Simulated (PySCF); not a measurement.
# Atomic charges against the basis set

Species: C3H5AlF2.
Numbering: `[F:1]/[CH:2]=[C:3](/[F:4])[CH2:5][AlH2:6]` (hydrogens: H7 on C2; H8, H9 on C5; H10, H11 on Al6)

PBE0 throughout (PySCF), one geometry, spherical d and f functions. Geometry: PBE0-D3(BJ)/def2-SVP, one conformer, isolated molecule. The first 7 of 9 kinds of atom are listed.

Mulliken charges (e):

```csv
basis,functions,F1,C2,C3,F4,C5,Al6,H7
STO-3G,39,-0.060,-0.050,+0.085,-0.066,-0.380,+0.738,+0.102
6-31G,68,-0.334,+0.056,+0.346,-0.300,-0.771,+0.725,+0.231
pcSseg-0,68,-0.369,+0.093,+0.273,-0.337,-1.036,+1.060,+0.284
6-31G*,98,-0.304,+0.036,+0.383,-0.300,-0.672,+0.461,+0.220
cc-pVDZ,113,-0.187,+0.145,+0.085,-0.155,-0.235,+0.365,+0.068
def2-SVP,113,-0.245,+0.126,+0.142,-0.196,-0.331,+0.619,+0.078
aug-cc-pVDZ,187,-0.466,+0.609,+0.716,-0.565,-0.164,+0.123,-0.476
"6-311+G(2d,p)",200,-0.213,-0.134,+0.642,-0.294,-0.937,+0.715,+0.153
def2-TZVP,222,-0.153,+0.008,+0.146,-0.171,-0.418,+0.381,+0.166
cc-pVTZ,254,-0.165,+0.024,+0.154,-0.145,-0.301,+0.328,+0.152
IGLO-III,269,-0.271,+0.046,+0.346,-0.237,-0.649,+0.889,+0.131
```

IAO charges (e):

| basis | functions | F1 | C2 | C3 | F4 | C5 | Al6 | H7 |
| --- | --- | --- | --- | --- | --- | --- | --- | --- |
| STO-3G | 39 | -0.088 | -0.067 | +0.128 | -0.079 | -0.638 | +0.944 | +0.147 |
| 6-31G | 68 | -0.208 | +0.003 | +0.273 | -0.238 | -0.650 | +0.650 | +0.198 |
| pcSseg-0 | 68 | -0.202 | +0.008 | +0.262 | -0.224 | -0.667 | +0.673 | +0.191 |
| 6-31G* | 98 | -0.221 | +0.019 | +0.300 | -0.248 | -0.653 | +0.715 | +0.184 |
| cc-pVDZ | 113 | -0.222 | +0.015 | +0.301 | -0.248 | -0.652 | +0.711 | +0.187 |
| def2-SVP | 113 | -0.219 | +0.019 | +0.300 | -0.248 | -0.653 | +0.732 | +0.183 |
| aug-cc-pVDZ | 187 | -0.227 | +0.017 | +0.304 | -0.262 | -0.658 | +0.721 | +0.192 |
| 6-311+G(2d,p) | 200 | -0.228 | +0.017 | +0.304 | -0.263 | -0.667 | +0.742 | +0.193 |
| def2-TZVP | 222 | -0.229 | +0.018 | +0.308 | -0.262 | -0.669 | +0.746 | +0.191 |
| cc-pVTZ | 254 | -0.228 | +0.016 | +0.308 | -0.260 | -0.667 | +0.737 | +0.191 |
| IGLO-III | 269 | -0.229 | +0.017 | +0.307 | -0.264 | -0.669 | +0.748 | +0.192 |

Q: Which scheme is steadiest as the basis changes?

A: Largest range over the bases for any column: IAO 0.29 e, Mulliken 0.94 e. IAO charges move least and Mulliken charges most, counted in e. Without the minimal STO-3G basis the ranges are IAO 0.10, Mulliken 0.94 e.

Q: How much do the charges still move between the two largest bases, cc-pVTZ and IGLO-III?

A: At most, over all atoms: Mulliken 0.561 e, IAO 0.011 e.

Q: What do the same runs give for the total energy, the frontier levels and the dipole moment?

A: 
```tsv
basis	energy (Eh)	HOMO (eV)	LUMO (eV)	μ (D)
STO-3G	-551.7982	-4.49	3.49	1.29
6-31G	-558.8426	-7.66	-0.35	1.32
pcSseg-0	-557.9622	-7.92	-0.33	1.50
6-31G*	-558.9276	-7.41	-0.22	1.52
cc-pVDZ	-558.9660	-7.54	-0.31	1.46
def2-SVP	-558.6375	-7.66	-0.22	1.43
aug-cc-pVDZ	-558.9887	-7.70	-0.60	1.29
6-311+G(2d,p)	-559.0564	-7.73	-0.57	1.26
def2-TZVP	-559.0896	-7.69	-0.42	1.36
cc-pVTZ	-559.0766	-7.66	-0.41	1.40
IGLO-III	-559.0951	-7.71	-0.37	1.30
```

The dipole is fixed by the density alone, so its range of 0.26 D shows that the density itself changes with the basis, not only its division among atoms.
